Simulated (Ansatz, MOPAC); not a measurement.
The molecule AlO+, multiplicity 3 (lowest of 2S+1 = 1, 3, 5 at CCSD(T)/def2-TZVPP on PBE0 minima; our sources give no spin for the ground state, which may be another).

Constants: fifth-degree fit in 1/R to seven points, most abundant isotopes. Runs in def2 and cc sets follow the lowest solution found near the PBE0 minimum.

Correlated levels freeze the cores. CBS: X⁻³ extrapolation of the correlation energy, Hartree–Fock from the larger set. The state that AM1 reach isn't checked.

Run with Ansatz (an electronic-structure program); MOPAC for AM1 (differences of heats of formation). Each number belongs to the level named beside it.

```csv
level,r_e (Å),ω_e (cm⁻¹),ω_e x_e (cm⁻¹)
AM1,1.702,1018,6.0
PBE0/def2-TZVPP,1.733,765,8.1
BHLYP/def2-TZVPP,1.718,785,10
CCSD/aug-cc-pV(Q+d)Z,1.721,(withheld),9.4
CCSD/def2-QZVPP,1.721,806,9.6
CCSD(T)/def2-TZVPP,1.733,780,7.2
"CCSD(T)/CBS(aug-cc-pV(T+d)Z, aug-cc-pV(Q+d)Z)",1.726,802,6.8
"CCSD(T)/CBS(def2-TZVPP, def2-QZVPP)",(withheld),(withheld),6.9
```

Fill in the missing entries.


- CCSD(T)/CBS(def2-TZVPP, def2-QZVPP), r_e (Å): 1.727
- CCSD(T)/CBS(def2-TZVPP, def2-QZVPP), ω_e (cm⁻¹): 800
- CCSD/aug-cc-pV(Q+d)Z, ω_e (cm⁻¹): 807
